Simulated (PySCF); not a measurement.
Electron correlation in Fe²⁺ (iron, charge +2)

[Ar] 3d5 4s1, 4s spin antiparallel (an excited configuration). Computed with PySCF 2.14 in ANO-RCC-VTZP (6s5p3d2f1g, 59 functions), with the spin-free X2C one-electron Hamiltonian (Gaussian nucleus). Frozen: [Ar]; 6 electrons correlated.

MP2 pair energies summed by pair of shells (mhartree):

| pair | energy | share (%) |
| --- | --- | --- |
| 3d-3d | -66.74 | 80.6 |
| 3d-4s | -16.03 | 19.4 |

Total MP2 correlation energy: -82.77 mhartree.

Same-spin part -66.74 and opposite-spin part -16.03 mhartree; SCS-MP2 scales them by 1/3 and 6/5 to -41.48 mhartree.
